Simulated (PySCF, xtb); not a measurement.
C₄H₆ClF, SMILES CC/C(F)=C/Cl.

GFN2-xTB (xtb) at its own geometry gives an orbital gap of 4.53 eV and a dipole moment of 3.02 D.

Coordinates come from a ωB97X-D3(BJ)/def2-SVP optimisation. The structure was generated by enumeration; whether it is a known compound was not checked. The values are those of a single conformer.

Question: What does PBE/def2-TZVP (PySCF) give? (The exact figures need the calculation; the answer reports its results.)

Answer: gap 4.99 eV (levels -5.83 and -0.84 eV), dipole 2.53 D.
